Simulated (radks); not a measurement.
The caesium ion Cs+, 54 electrons, occupied as [Xe].

Method: non-relativistic Kohn-Sham, SCAN, spin-polarised, spherical densities, point nucleus; meta-GGA in the generalised Kohn-Sham scheme; relativity is left out, which matters for an element this heavy; computed with a radial shooting solver on a logarithmic mesh with Libxc functionals.

Energy parts (hartree):
part                       energy
total                  -7556.9898
kinetic                 7554.4001
electron-nucleus      -17902.1527
Hartree                 2977.9567
exchange-correlation    -187.1938

Orbitals (lengths in bohr, moments of r in powers of bohr; <r^-3> diverges for s and p1/2; r(max) is where P^2 peaks; r(90%) holds 90 % of the orbital's charge):
orbital,occ.,eigenvalue (hartree),<r^4>,r(max),<r^-3>,r(90%)
1s,2,-1260.286,2.637e-06,0.01830,-,0.0491
2s,2,-193.2797,0.0004625,0.1008,-,0.182
2p,6,-181.9933,0.0003002,0.07886,5510,0.163
3s,2,-40.55251,0.01874,0.2854,-,0.458
3p,6,-35.72119,0.01784,0.2724,1054,0.453
3d,10,-26.79074,0.01418,0.2216,172.5,0.428
4s,2,-7.85823,0.5100,0.6700,-,1.04
4p,6,-6.10193,0.6225,0.6851,212.4,1.09
4d,10,-3.08230,1.082,0.7188,27.92,1.26
5s,2,-1.12816,20.88,1.617,-,2.64
5p,6,-0.70052,37.86,1.798,25.59,3.06

The highest occupied level is 5p at -19.062 eV. The density falls to 0.001 e/bohr^3 at r = 4.04 bohr.
